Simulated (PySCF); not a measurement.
**How methods differ on the ionisation energy of Tc**

Tc [Kr] 4d5 5s2 (6S) → Tc⁺ [Kr] 4d5 5s1 (7S), as a difference of total energies. Calculation: PySCF 2.14, in x2c-TZVPPall; scalar relativity by spin-free X2C-1e. Correlated levels: valence: [Kr] frozen; valence and next inner shell: [Ar] 3d10 frozen. The calculations carry no spin-orbit coupling.

```csv
method,ionisation energy (eV)
UHF,5.539
LDA,7.321
PBE,6.884
PBE0,6.719
r2SCAN,6.554
BHandHLYP,7.008
B97-3,7.339
B2PLYP,7.061
r2SCAN0,6.577
MP2 (valence),6.657
SCS-MP2 (valence),6.902
MP2 (valence and next inner shell),6.820
SCS-MP2 (valence and next inner shell),6.947
```

Q: How much does correlation contribute at MP2 (valence and next inner shell)?

A: 6.820 − (5.539) = 1.281 eV, measured against UHF.

Errors of the correlated levels include the incompleteness of this basis and the frozen core.

MP2 underrates the near-degeneracy of ns² with np² in the lower species.

For comparison: 7.119 eV (measured; NIST Atomic Spectra Database, ionization energies).
